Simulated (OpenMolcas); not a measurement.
Br2+: effect of the active space

```yaml
Program: OpenMolcas
Method: SS-CASPT2 or its RAS form, IPEA 0.25 Eh, imaginary shift 0.1 Eh
Basis: ANO-RCC-VTZP
Scalar_Hamiltonian: DKH2, point nucleus
Spin-orbit_coupling: state interaction with AMFI integrals over the reference wave functions, term energies averaged over their components
```

A. 3 electrons in 3 orbitals (4p); 2S+1 = 4 odd, 1 root; 2S+1 = 2 odd, 8 roots; closed shells correlated: 3d 4s; CASPT2 step about 0.8 core-seconds
B. 5 electrons in 9 orbitals (RAS2 4s 4p; RAS3 4d, at most 2 electrons); 2S+1 = 4 odd, 1 root; 2S+1 = 2 odd, 11 roots; 2S+1 = 4 even, 7 roots kept (CI in the orbitals of an earlier block); 2S+1 = 2 even, 3 roots kept (CI in the orbitals of an earlier block); closed shells correlated: 3d; CASPT2 step roughly 13 core-seconds

Energies in cm⁻¹ above 4s² 4p³ ⁴S°_3/2, the measured ground level; measured values from Moore, Atomic Energy Levels, vol. II, NSRDS-NBS 35 (1971 reprint of NBS Circular 467, 1952).

| Level | A | B | Measured |
| --- | --- | --- | --- |
| 4s² 4p³ ⁴S°_3/2 | 0.0 | 0.0 | 0.0 |
| 4s² 4p³ ²D°_3/2 | 16570 | 16500 |  |
| 4s² 4p³ ²D°_5/2 | 17390 | 17340 |  |
| 4s² 4p³ ²P°_1/2 | 29260 | 28710 | 26915 |
| 4s² 4p³ ²P°_3/2 | 30400 | 29800 | 28579 |

Deviations, from unrounded energies. A percentage is the sum of absolute deviations over the sum of measured energies, with the sign that they share, or ± where signs differ.

```json
{"Against measurement": "mean absolute deviation (cm-1)", "Levels": "2", "A": "2100", "B": "1500"}
{"Against measurement": "other terms of the ground configuration (%)", "Levels": "2", "A": "+7.5", "B": "+5.4"}
```

B lies closest to measurement on these levels. The largest miss of B in the table is 4s² 4p³ ²P°_1/2, by +1800 cm-1. The ranking rests on the paired levels alone, and a cruder setting can come out closer through cancelling errors.

Between A and B the level of the table that moves most is 4s² 4p³ ²P°_3/2, by 610 cm-1 (lowest in B, highest in A). Moves below CASPT2's spread within the term are not significant.

Term energies are means over components that CASPT2 splits; among the terms shown or strongly mixed into the levels shown the widest spread is 150 cm-1 (4s² 4p³ ²D°, A). Over all roots computed the reference weight is 0.93 to 0.99 in B; the roots of lowest weight are the least certain, and an intruder state may touch them. With the s shell closed, the reference lacks s² → p² mixing (holds for A). The run also gave levels led by 4s² 4p² 4d, which use shells meant for correlation; these and all levels above them are left out (holds for B). Measured partners are found by configuration, term and J. A level has none where our copy of the source lacks it or the pairing is in doubt (some pairs that miss far off the trend of their configuration count as doubtful), and it then counts in no deviation. Only configurations of the active space appear. The table leaves out levels that lie high or whose names do not pair safely across all columns.

° marks odd parity.
